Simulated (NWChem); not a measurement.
C2H8BNO; SMILES NB(C)OC

```xyz
13

B      0.0216     0.4764     0.0029
C     -0.7489     1.8566    -0.0009
H     -1.8349     1.7068     0.0787
H     -0.5529     2.4187    -0.9294
H     -0.4301     2.5035     0.8328
O     -0.7343    -0.6713     0.0034
C     -0.1536    -1.9395    -0.0020
H      0.4729    -2.1155     0.8928
H     -0.9528    -2.6957    -0.0057
H      0.4740    -2.1079    -0.8975
N      1.4330     0.4214     0.0008
H      1.9747    -0.4313    -0.0020
H      1.9992     1.2573     0.0003
```
Atoms are numbered in this order, from 1.

Program: NWChem. Pople sets run with spherical d functions. The geometry was optimised at PBE0/def2-SVP. Not confirmed as a minimum by frequencies. LC-ωPBE (HJS hole) with 6-31G*; x = 1 − exp(−ω/0.25 bohr⁻¹) is a scale chosen for this fit.

| row | x | −ε(HOMO) (eV) |
|---|---|---|
| ω = 0.05 | 0.181 | 6.43 |
| ω = 0.10 | 0.330 | 7.16 |
| ω = 0.15 | 0.451 | withheld |
| ω = 0.40 | 0.798 | 10.10 |
| ω = 0.50 | 0.865 | 10.64 |

Problem. Fit a straight line of the last column on the one before it, predict the withheld value, and compare with the run.

Solution. 
1. Means of the 4 shown rows: x = 0.5435, y = 8.582. Slope Σ(x − x̄)(y − ȳ)/Σ(x − x̄)² = 2.132/0.3451 = 6.177; intercept 5.225.
2. The shown rows scatter about the line by 0.081 (root mean square); the largest residual is -0.10, at ω = 0.10.
3. At x = 0.451 (ω = 0.15; inside the shown range) the line gives 8.01.
4. The run gives 7.83, -0.18 from the line, 2.2 times the scatter.
